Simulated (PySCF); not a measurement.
A structure optimised at r2SCAN-D4/def2-SVP, used in a PySCF frequency run:

```
Sb
Cl 1 2.2808
Cl 1 2.2808 2 109.47
Cl 1 2.2808 2 109.47 3 120.00
Cl 1 2.2808 2 109.47 3 -120.00
```
Charge +1, spin multiplicity 1.

Write its SMILES, formula and point group.

[Cl][Sb+]([Cl])([Cl])[Cl], Cl₄Sb, Td

What are its rotational constants (standard atomic weights)?

1.0277, 1.0277, 1.0277 GHz
